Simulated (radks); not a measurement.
Results of a calculation; reference values are marked as such.
Q: The silicon ion Si2+, [Ne] 3s2. Level of theory: non-relativistic Kohn-Sham, exchange-only B88, spin-polarised, spherical densities, point nucleus (a radial shooting solver on a logarithmic mesh with Libxc functionals). Every spin shell is full or empty, so the densities are truly spherical. Functionals are evaluated on that one density, not self-consistently. Rank these orbital-free kinetic functionals by their error against the exact value of the orbitals, and give that value: Thomas-Fermi, von Weizsacker, TF + vW/9, LC94, revAPBEK, Perdew 92, Pearson, LKT, PG1, DePristo-Kress.

A: Exact: 288.003 hartree. From best to worst, with 100 (|E| - |E exact|)/|E exact| (equal figures are ties): DePristo-Kress +0.02, LC94 +0.15, Perdew 92 -0.50, TF + vW/9 -0.51, revAPBEK +0.68, Pearson -1.73, Thomas-Fermi -7.57, PG1 +26.36, LKT +32.40, von Weizsacker -36.46.
